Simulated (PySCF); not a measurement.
In(CH3)2NH2, optimised at PBE/def2-SVP:

```xyz
12

C     -1.9255    -0.9888    -0.0281
In    -0.0151     0.0605     0.0260
C      2.0261    -0.6579     0.2925
N     -0.1713     2.0966    -0.1497
H     -2.0762    -1.5541     0.9126
H     -1.9402    -1.7075    -0.8710
H     -2.7554    -0.2673    -0.1537
H      2.2872    -1.3702    -0.5147
H      2.7368     0.1903     0.2706
H      2.1200    -1.1836     1.2631
H      0.6261     2.7335    -0.2139
H     -1.0428     2.5940    -0.3465
```

Method: PySCF energies plus ideal-gas RRHO corrections (1 bar). All species are closed-shell singlets. In: scalar-relativistic def2 core potential, no spin-orbit coupling. In(CH3)2NH2: computed as isolated molecules; such fragments, hydroxides, amides, oligomers or adducts are transient or little studied in the gas.

Q: List the harmonic frequencies (cm⁻¹, unscaled, methyl torsions left out) at this level and at the other levels, each on its own geometry.

A: 
- PBE/def2-SVP: 45, 103, 125, 166, 365, 458, 494, 571, 594, 652, 690, 692, 717, 1130, 1134, 1380, 1382, 1384, 1387, 1457, 2985, 2986, 3091, 3091, 3101, 3101, 3483, 3593
- PBE0/def2-TZVP: 88, 107, 128, 172, 383, 490, 523, 594, 623, 668, 710, 716, 740, 1194, 1196, 1449, 1451, 1453, 1456, 1548, 3059, 3060, 3145, 3146, 3157, 3158, 3600, 3708
